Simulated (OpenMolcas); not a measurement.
**Computed transition rates of Hf II**

```yaml
Program: OpenMolcas 26.06
Method: "MS-CASPT2, IPEA 0.25 Eh, imaginary shift 0.1 Eh (closed shells correlated: 5s 5p)"
Basis: ANO-RCC-VTZP [8s7p5d3f2g1h]
Scalar_Hamiltonian: DKH2, point nucleus
Active_space: 3 electrons in 6 orbitals (5d 6s)
State_averaging: 2S+1 = 4 even, 20 roots; 2S+1 = 2 even, 65 roots
Spin-orbit_coupling: RASSI with atomic mean-field integrals over the reference wave functions, term energies averaged over their components
```

Rates come from the transition moments of the reference wave functions (E1 and E2 in the length form). At fixed line strength A goes as λ^-3 for E1 and M1 and as λ^-5 for E2, so a rate at the computed wavelength can be rescaled to the measured one. Measured vacuum wavelengths follow from level energies in NIST Handbook of Basic Atomic Spectroscopic Data. Branching counts decays inside the model space alone, at computed energies, and the table is only a selection of the M1 lines, drawn from those between levels with measured partners whose computed energy lies within a factor of 1.5 of the measured one.

```json
{"Upper": "5d² 6s ⁴F_5/2", "Lower": "5d² 6s ⁴F_3/2", "Type": "M1", "λ computed (nm)": "7950", "λ measured (nm)": "7935", "A computed (s-1)": "7.57e-02", "A rescaled (s-1)": "7.61e-02", "Branching %": "93.2"}
{"Upper": "5d² 6s ⁴F_7/2", "Lower": "5d² 6s ⁴F_5/2", "Type": "M1", "λ computed (nm)": "6472", "λ measured (nm)": "6947", "A computed (s-1)": "1.37e-01", "A rescaled (s-1)": "1.11e-01", "Branching %": "40.7"}
{"Upper": "5d² 6s ⁴F_9/2", "Lower": "5d² 6s ⁴F_7/2", "Type": "M1", "λ computed (nm)": "4831", "λ measured (nm)": "4957", "A computed (s-1)": "2.34e-01", "A rescaled (s-1)": "2.17e-01", "Branching %": "100.0"}
{"Upper": "5d 6s² ²D_5/2", "Lower": "5d 6s² ²D_3/2", "Type": "M1", "λ computed (nm)": "3451", "λ measured (nm)": "3278", "A computed (s-1)": "2.84e-01", "A rescaled (s-1)": "3.31e-01", "Branching %": "100.0"}
{"Upper": "5d² 6s ⁴F_7/2", "Lower": "5d 6s² ²D_5/2", "Type": "M1", "λ computed (nm)": "2880", "λ measured (nm)": "3036", "A computed (s-1)": "2.00e-01", "A rescaled (s-1)": "", "Branching %": "59.3"}
{"Upper": "5d² 6s ⁴F_3/2", "Lower": "5d 6s² ²D_3/2", "Type": "M1", "λ computed (nm)": "2804", "λ measured (nm)": "2744", "A computed (s-1)": "2.32e-02", "A rescaled (s-1)": "", "Branching %": "95.3"}
{"Upper": "5d² 6s ⁴P_5/2 [72 %]", "Lower": "5d 6s² ²D_5/2", "Type": "M1", "λ computed (nm)": "908.4", "λ measured (nm)": "958.3", "A computed (s-1)": "4.07e-01", "A rescaled (s-1)": "", "Branching %": "53.5"}
```

Spin-changing lines and M1 lines between different terms are not rescaled, since their strength hangs on the term gaps too.

The largest correction is for 5d² 6s ⁴F_7/2 → 5d² 6s ⁴F_5/2 (M1): 1.37e-01 × (6472 / 6947)^3 = 1.11e-01 s-1, a factor of 0.81.

The computed rate and branching of 5d 6s² ²D_5/2 → 5d 6s² ²D_3/2 give the upper level a radiative lifetime of 1.000 / 2.84e-01 s-1 = 3.52e+00 s, counting decays inside the model space alone. The rescaled rate gives about 3.0e+00 s.

These are rates of the free ion; in crystals, glasses and complexes forced electric-dipole and non-radiative decay shorten such lifetimes by orders of magnitude. No measured rate stands beside these. Rescaling mends the energy factor alone: line strengths can still be far off where a level mixes with configurations outside the active space, and weak or spin-changing lines hang on small mixing coefficients that depend on the term gaps too, so rescaling need not improve them.

CASPT2 does not keep the components of a term degenerate, so their means are used; among the terms shown or strongly mixed into the levels shown the widest spread is 1000 cm-1 (5d² 6s ²F). Configurations are named by rounded mean occupations; where the s occupation lies near a half they are strongly mixed, a name can repeat and a true partner stay unpaired. A single d shell beside an s shell can misplace configurations of different d count against each other. The CASPT2 spread within a term exceeds the gap to the next term for 5d² 6s ⁴P and 5d² 6s ²F, so the order of their levels is uncertain, and so are names and mixing where such terms share a J. Measured partners are found by configuration, term and J. A level has none where our copy of the source lacks it or the pairing is in doubt (some pairs that miss far off the trend of their configuration count as doubtful). Levels of configurations outside the active space are missing.

A share in square brackets marks a mixed level and gives the weight of the term that names it.
